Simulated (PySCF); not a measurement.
## From computed data to an observable: chemical shift, span and skew from a shielding tensor

Si(F)4(OH2) (F₄H₂OSi), SMILES O->[Si](F)(F)(F)F (connectivity only; charge and spin as stated), neutral, multiplicity 1. Atoms are numbered in the order given.

```xyz
8

Si    -0.2638     0.0115     0.0000
F     -0.1087     1.6004     0.0000
F      0.0901    -0.7547     1.3725
F      0.0901    -0.7547    -1.3725
F     -1.8642    -0.1453     0.0000
O      1.9160     0.1273     0.0000
H      2.2498    -0.3459     0.7735
H      2.2498    -0.3459    -0.7735
```

Coordinates come from a PBE0-D3(BJ)/def2-SVP optimisation. Other conformers were not sampled.

GIAO shieldings from PBE/pcSseg-1 run with PySCF, non-relativistic, no solvent. The symmetric part of the tensor of Si1 has the principal values 410.5, 465.3, 480.2 ppm. The same nucleus in TMS has σ = 335.4 ppm at this level (PySCF, at its B3LYP-D3(BJ)/def2-TZVP geometry).

Question: Work out the isotropic shielding, the ²⁹Si shift against TMS, the span and the skew.

Answer: 
σ(iso) = (σ11 + σ22 + σ33)/3 = 452.0 ppm. δ = σ(ref) − σ(iso) = 335.4 − (452.0) = -116.6 ppm.
Span Ω = σ33 − σ11 = 69.7 ppm. Skew κ = 3(σ(iso) − σ22)/Ω = -0.57. Tumbling in solution averages the tensor to δ; in a static solid the shielding alone would spread this spin-1/2 line over Ω.
